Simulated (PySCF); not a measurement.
Work out the structure from these simulated measurements.

Elements present: C, F, H and N. Monoisotopic mass: 129.0390 u.

* Rotational structure: rotational constants A, B, C: 3.469, 0.829, 0.766 GHz [GFN2-xTB]
* Dipole: 3.58 D [wB97X-D/def2-SVPD]
* Polarisability: 73.3 au [wB97X-D/def2-SVPD]
* 13C NMR: chemical shifts (computed TMS as zero) by class: 122.7 (1 C), 117.2 (1 C), 85.5 (1 C), 80.9 (1 C), 42.6 (1 C), 10.5 (1 C) ppm [GIAO PBE0/pcSseg-1]
* Triplet: lowest triplet excitation (Tamm–Dancoff): 5.42 eV [TDA wB97X-D/def2-SVPD]
* UV, first state: lowest singlet excitation: 6.50 eV (191 nm, f = 0.000) [TDDFT wB97X-D/def2-SVPD]

Electronic properties: PySCF, gas phase, density fitting. Levels stand in brackets. One conformer (not necessarily the lowest) at the GFN2-xTB geometry, without solvent, vibrations or thermal averaging. NMR values are class means; diastereotopic atoms form classes of their own.

Question: Which formula fits the mass and the elements?

Answer: C6H5F2N (calculated 129.0390). No other formula that holds each of these elements comes within 0.0003 u with a fitting electron parity and a possible valence count.

Question: Give a SMILES that accounts for the data.

Answer: Numbering: `[CH:1]#[C:2][C:3]([F:4])([F:5])[CH2:6][CH2:7][C:8]#[N:9]`. Its formula, C6H5F2N, gives 4 degrees of unsaturation: 0 rings and 4 π bonds in the structure found. 6 carbons fall into 6 classes; from least to most shielded: nitrile carbon [C8] (122.7 ppm), CF2 carbon [C3] (117.2 ppm), terminal alkyne carbon [C1] (85.5 ppm), alkyne carbon [C2] (80.9 ppm), chain CH2 carbon [C6] (42.6 ppm), sp3 carbon next to a nitrile [C7] (10.5 ppm). The optimised geometry has point group Cs and is an asymmetric top. Structure: `C#CC(F)(F)CCC#N`. Computed isomers that give other values at the same levels: `FC(F)c1ccccn1` (13C chemical shifts (computed TMS as zero) by class: 161.5 (1 C), 154.5 (1 C), 143.3 (1 C), 130.5 (1 C), 128.1 (1 C), 124.0 (1 C) ppm); `C=CC/C(F)=C(/F)C#N` (13C chemical shifts (computed TMS as zero) by class: 174.6 (1 C), 139.6 (1 C), 131.2 (1 C), 128.4 (1 C), 117.3 (1 C), 40.2 (1 C) ppm); `C[C@@](F)(C#CC#N)CF` (rotational constant A: 2.680 GHz; this holds for the one conformer computed). The assignments are read from this structure; whether some other isomer fits the data as well wasn't checked.

The values belong to the conformer `[CH:1]#[C:2][C:3]([F:4])([F:5])[CH2:6][CH2:7][C:8]#[N:9]`: C2–C3–C6–C7 180°, C3–C6–C7–C8 180°.
